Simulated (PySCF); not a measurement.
CH₄AlClOSe, SMILES [Al]([O]C)([Cl])[SeH]. Atoms are numbered in the order given.

```xyz
9

Al     0.0378     0.4242     0.0000
Cl     1.9755     1.2244     0.0000
O     -1.3009     1.4407     0.0000
C     -1.5926     2.8104     0.0000
H     -2.1868     3.0737    -0.8919
H     -0.6787     3.4322     0.0000
H     -2.1868     3.0737     0.8919
Se    -0.3002    -1.8299     0.0000
H      1.1458    -2.0784     0.0000
```
Charge 0, spin multiplicity 1.

Geometry optimised at ωB97X-D3(BJ)/def2-SVP. The structure was generated by enumeration; whether it is a known compound was not checked. One conformer was computed; it need not be the lowest.

These are PBE/def2-TZVP in PySCF values and carry that method's errors.

ESP charges are fitted to the potential on shells at 1.4 to 2.0 van der Waals radii. Atomic charges (e):

```json
[
 {"atom": "Al1", "Mulliken": "0.44", "meta-Löwdin": "0.84", "Löwdin": "-0.66", "ESP fit": "0.45"},
 {"atom": "Cl2", "Mulliken": "-0.23", "meta-Löwdin": "…", "Löwdin": "0.31", "ESP fit": "-0.22"},
 {"atom": "O3", "Mulliken": "-0.26", "meta-Löwdin": "…", "Löwdin": "0.10", "ESP fit": "-0.24"},
 {"atom": "C4", "Mulliken": "-0.21", "meta-Löwdin": "-0.12", "Löwdin": "-0.37", "ESP fit": "-0.08"},
 {"atom": "H5", "Mulliken": "0.12", "meta-Löwdin": "…", "Löwdin": "0.11", "ESP fit": "0.06"},
 {"atom": "H6", "Mulliken": "0.12", "meta-Löwdin": "…", "Löwdin": "0.11", "ESP fit": "0.06"},
 {"atom": "H7", "Mulliken": "0.12", "meta-Löwdin": "…", "Löwdin": "0.11", "ESP fit": "0.06"},
 {"atom": "Se8", "Mulliken": "-0.23", "meta-Löwdin": "-0.24", "Löwdin": "0.21", "ESP fit": "-0.23"},
 {"atom": "H9", "Mulliken": "0.14", "meta-Löwdin": "0.10", "Löwdin": "0.08", "ESP fit": "0.12"}
]
```

Fill in the missing entries. (Estimate from the structure and the level; the computed values follow.)


- Cl2, meta-Löwdin: -0.32
- O3, meta-Löwdin: -0.59
- H5, meta-Löwdin: 0.12
- H6, meta-Löwdin: 0.10
- H7, meta-Löwdin: 0.12
